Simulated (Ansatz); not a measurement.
Relaxation of C2H7BF2 (12 atoms, charge 0, multiplicity 1), to a largest force component of 0.03 eV/Å in at most 50 steps.

Computed with Ansatz, RKS PBE0/def2-SVP.

```xyz
12
Properties=species:S:1:pos:R:3
B -0.985 0.889 -0.269
C 0.128 -0.120 -0.769
C 0.425 -1.309 0.137
F -1.078 2.120 -0.748
F -1.943 0.516 0.565
H 0.731 1.204 1.115
H 0.431 1.620 1.595
H -0.250 -0.478 -1.748
H 1.047 0.438 -1.020
H 0.888 -1.003 1.087
H 1.106 -2.027 -0.342
H -0.498 -1.851 0.397
```

Q: Where does it end, and by what steps?

A: The run converged. The force dipped under the threshold on the way, but the program's further checks kept it going. After 22 steps the energy has fallen by 0.201 eV; H6 moved furthest, 1.14 Å.

| step | energy less start (eV) | largest force component (eV/Å) | accepted |
| --- | --- | --- | --- |
| 0 | 0.0000 | 1.761 | yes |
| 1 | -0.1360 | 0.141 | yes |
| 2 | -0.1626 | 0.291 | yes |
| 3 | -0.1788 | 0.163 | yes |
| 4 | -0.1836 | 0.165 | yes |
| 5 | -0.1868 | 0.086 | yes |
| 6 | -0.1893 | 0.057 | yes |
| 7 | -0.1887 | 0.344 | no |
| 8 | -0.1915 | 0.073 | yes |
| 9 | -0.1881 | 0.509 | no |
| 10 | -0.1939 | 0.046 | yes |
| 11 | -0.1959 | 0.109 | yes |
| 12 | -0.1930 | 0.476 | no |
| 13 | -0.1974 | 0.068 | yes |
| 14 | -0.1987 | 0.091 | yes |
| 15 | -0.1980 | 0.290 | no |
| 16 | -0.1996 | 0.048 | yes |
| 17 | -0.2002 | 0.047 | yes |
| 18 | -0.2006 | 0.115 | yes |
| 19 | -0.2012 | 0.005 | yes |
| 20 | -0.2013 | 0.009 | yes |
| 21 | -0.2011 | 0.073 | no |
| 22 | -0.2014 | 0.013 | yes |

```xyz
12
Properties=species:S:1:pos:R:3
B -0.995 0.798 -0.391
C 0.068 -0.229 -0.895
C 0.340 -1.414 0.023
F -1.280 1.892 -1.080
F -1.675 0.630 0.733
H 1.120 2.027 1.794
H 0.466 1.702 2.008
H -0.268 -0.566 -1.893
H 0.993 0.339 -1.105
H 0.719 -1.085 1.003
H 1.087 -2.098 -0.407
H -0.574 -1.997 0.211
```

Whether the end is a true minimum wasn't checked by a vibrational analysis.

The run took 61 s on 2 threads of Arm Neoverse V1, with other jobs on the host, peak memory 0.22 GiB.
